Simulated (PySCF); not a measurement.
## C3H10Si2: core ionisation energies

C3H10Si2.
Numbering: `[CH3:1][SiH2:2]/[CH:3]=[CH:4]/[SiH3:5]`

Computed with delta-SCF UKS SCAN, pcX-2 on the ionised atom, pcseg-1 elsewhere, spin-free X2C in PySCF. Binding energies are ΔSCF values: E(core-ionised, relaxed orbitals) − E(ground state) at a fixed geometry, referred to the vacuum level.

**Question.** List the computed XPS lines with their assignment.

**Answer.** 
| atom(s) | bonded to | level | binding energy (eV) | 2p1/2 (eV) | above the level's lowest (eV) | count |
| --- | --- | --- | --- | --- | --- | --- |
| Si5 | C and 3 H | Si 1s | 1846.22 | – | +0.15 | 1 |
| Si2 | 2 C and 2 H | Si 1s | 1846.07 | – | 0.00 | 1 |
| C1 | 3 H and Si | C 1s | 290.03 | – | +0.14 | 1 |
| C4 | C (double bond), H and Si | C 1s | 289.91 | – | +0.02 | 1 |
| C3 | C (double bond), H and Si | C 1s | 289.89 | – | 0.00 | 1 |
| Si5 | C and 3 H | Si 2p3/2 | 106.50 | 107.13 | +0.20 | 1 |
| Si2 | 2 C and 2 H | Si 2p3/2 | 106.30 | 106.92 | 0.00 | 1 |

The 3 C 1s values lie within 0.14 eV of each other; Gaussian lines of 0.5 eV full width would blend them into one maximum.

The 2 Si 1s values lie within 0.15 eV of each other; Gaussian lines of 0.5 eV full width would blend them into one maximum.

The 2 Si 2p3/2 values lie within 0.20 eV of each other.

**Question.** Give the binding energy of Si 2p3/2 of Si2 in hartree and in kJ/mol.

**Answer.** 106.30 eV = 3.9065 Eh = 10256 kJ/mol.

**Question.** Which photon wavelength matches the Si 2p3/2 of Si2 threshold?

**Answer.** λ = hc/E = 12398.42 eV Å / 106.30 eV = 116.636 Å.

The 2p values add to the ΔSCF energy of one spin-free hole a correction within the shell (spin–orbit coupling, ligand field). 2p1/2 minus 2p3/2 (ligand field included): Si 0.62 eV. Geometry: GFN2-xTB, one conformer, isolated molecule.

The run took 55 s on one thread, Arm Neoverse V1 (shared host).

Shape of the structure used: `[CH3:1][SiH2:2]/[CH:3]=[CH:4]/[SiH3:5]`: C1–Si2–C3–C4 -123°.
